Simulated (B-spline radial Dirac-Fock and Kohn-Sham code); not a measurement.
## Cr⁶⁺ 2p3/2: cross section and angular parameters

System: the Cr⁶⁺ ion, 1s2 2s2 2p6 3s2 3p6; threshold 706.5 eV (orbital energy of the model). Model: Dirac-Hartree-Slater photoionisation with a Latter tail; cross sections with all multipoles, angular parameters from the dipole term and its interference with E2. Program: a radial B-spline solver.

For linearly polarised light dσ/dΩ = σ/(4π) [1 + β P₂(cos θ) + (δ + γ cos²θ) sin θ cos φ], with θ from the polarisation vector and φ the angle between the beam and the projection of the electron momentum on the plane normal to the polarisation.

```csv
hν (eV),σ (kb),β,γ,δ
808,540,1.320,-0.048,0.013
855,467,1.376,-0.010,0.015
1060,266,1.464,0.141,0.020
1160,210,1.473,0.203,0.022
1200,191,1.474,0.226,0.023
1290,156,1.473,0.275,0.025
1750,65.5,1.422,0.480,0.035
2000,44.3,1.385,0.566,0.040
3080,11.9,1.224,0.827,0.066
3350,9.12,1.186,0.873,0.073
3410,8.62,1.178,0.882,0.075
3500,7.93,1.166,0.896,0.077
4000,5.17,1.104,0.966,0.090
6000,1.36,0.904,1.157,0.141
9251.7,0.309,0.690,1.329,0.217
9350,?,?,?,?
10300,0.212,0.639,1.366,0.240
11900,0.127,0.571,1.412,0.273
12000,0.123,0.568,1.414,0.275
```

Question: Give the values at 9350 eV.

Answer: σ = 0.298 kb, β = 0.685, γ = 1.333, δ = 0.219.

Values without a named source are computed, but for edge energies of neutral atoms, which are taken from tables.
